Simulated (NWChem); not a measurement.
Species: CdHSeF; SMILES [F][Cd][SeH]

```xyz
4

Cd    -0.0102     0.7370    -0.0013
F     -0.0042     2.6719     0.0040
Se    -0.0270    -1.6967     0.0007
H      1.4462    -1.7376     0.0003
```
Atoms are numbered in this order, from 1.

Geometry: optimised at PBE0/def2-SVP. No frequency run checked for a minimum. def2 effective core potentials on Cd; no spin-orbit coupling.

Q: List the 4 lowest vertical singlet excitations from PBE0/def2-SVPD with def2 effective core potentials on Cd, TDA (NWChem).

A: 
```
state  energy (eV)  oscillator strength  leading excitation (squared amplitude)
-----  -----------  -------------------  --------------------------------------
S1            4.07                0.021                      HOMO → LUMO (0.99)
S2            5.23                0.001                    HOMO → LUMO+1 (0.96)
S3            5.74                0.009                    HOMO → LUMO+2 (0.70)
S4            5.80                0.015                    HOMO → LUMO+3 (0.96)
```
